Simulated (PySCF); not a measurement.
# What a mistake does to a calculation on AlBClH2O anion

All numbers below are calculated, not measured. They come from PySCF 2.14.0, an open-source quantum chemistry program, on an isolated molecule that a program drew, which may never have been made. The molecule is AlBClH2O anion (charge -1, singlet), drawn as the SMILES string `[BH2][Al]([O-])[Cl]`.

Each row is a Hartree-Fock (HF) and frozen-core CCSD(T) single point in the aug-cc-pV(D+d)Z basis, meant for a local HF minimum. Run 1 is clean. Each other run has one planted mistake out of seven kinds, and not every kind appears here: one electron removed, one electron added, multiplicity raised by two, geometry at a saddle point, minimal basis STO-3G, one bond length entered in bohr, all coordinates scaled. The reference is restricted for singlets and unrestricted otherwise, and also for a bond in bohr. Adding or removing an electron swaps singlet and doublet. Electrons count all cores. HOMO and LUMO are orbital energies over both spins, the gradient is its largest component, and the lowest frequency (negative if imaginary) is given only where the gradient is small. Bond lengths are over the 5 bonds as drawn. T1 is the CCSD diagnostic: over 0.02 (restricted) or 0.045 (unrestricted) a single reference is doubtful.

Geometry of the clean run:
```xyz
6
AlBClH2O anion, angstrom
B    -1.1688    0.6497    1.3415
Al   -1.2961   -1.4750    1.0043
O    -1.7319   -2.6723    1.9882
Cl   -0.6585   -1.7193   -1.1367
H    -0.1711    1.2105    1.7417
H    -2.0855    1.4196    1.1492
```

```
run,electrons,basis functions,<S^2>,HOMO (eV),LUMO (eV),gradient (hartree/bohr),lowest frequency (cm^-1),mean bond (Å),longest bond (Å),T1,HF (hartree),CCSD(T) (hartree),mistake
1,46,128,0.000,-5.01,3.19,3.5e-05,124,1.6874,2.247,0.0214,-802.23904,-802.80955,no fault
2,46,128,0.000,-4.93,3.21,8.1e-02,-,1.5862,2.112,0.0200,-802.21636,-802.77976,all coordinates scaled
3,46,128,0.000,-5.03,3.16,5.7e-05,-179,1.6914,2.243,0.0221,-802.23440,-802.80543,?
4,46,128,0.596,-5.03,3.23,2.0e-02,-,1.9032,2.291,0.0613,-802.13056,-802.70500,?
```

**Which mistake was planted in run 3, and what did it cost?**

The gradient is small, so the point is stationary, but the lowest frequency is imaginary (-179 cm^-1). So the mistake is: geometry at a saddle point. Subtracting run 1 and multiplying by 627.51 kcal/mol a hartree, the energy moved by 2.9 kcal/mol in HF and 2.6 kcal/mol in CCSD(T).

**Which mistake was planted in run 4, and what did it cost?**

The mean bond changes by a factor of 1.128 and the longest by 1.020, so the molecule wasn't scaled as a whole. A length L in bohr read as angstrom grows by (1/0.5292 - 1) L = 0.890 L. The 5 bonds together grew by 5 x 0.2158 = 1.079 Å, which gives L = 1.213 Å. That is the length of one of the B-H bonds, 1.212 Å in the clean geometry. So the mistake is: one bond length entered in bohr. Subtracting run 1 and multiplying by 627.51 kcal/mol a hartree, the energy moved by 68.1 kcal/mol in HF and 65.6 kcal/mol in CCSD(T).

Cautions from the logs. Run 1: T1 is over the limit, so its CCSD(T) energy is less reliable; run 3: T1 is over the limit, so its CCSD(T) energy is less reliable; run 4: T1 is over the limit, so its CCSD(T) energy is less reliable.
